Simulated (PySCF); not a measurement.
A structure optimised at PBE0-D3(BJ)/def2-TZVP, used in a PySCF frequency run:

```xyz
7

C      0.0000     1.1327     0.1550
N      0.0000     0.0000    -0.5086
C      0.0000    -1.1327     0.1550
H      0.0000     1.1690     1.2492
H      0.0000     2.0649    -0.3986
H      0.0000    -2.0649    -0.3986
H      0.0000    -1.1690     1.2492
```
Charge 0, spin multiplicity 2.

Task: Write its SMILES, formula and point group.

Result: [CH2]N=C, C2H4N, C2v

Task: What are its rotational constants (standard atomic weights)?

Result: 66.504, 11.983, 10.154 GHz
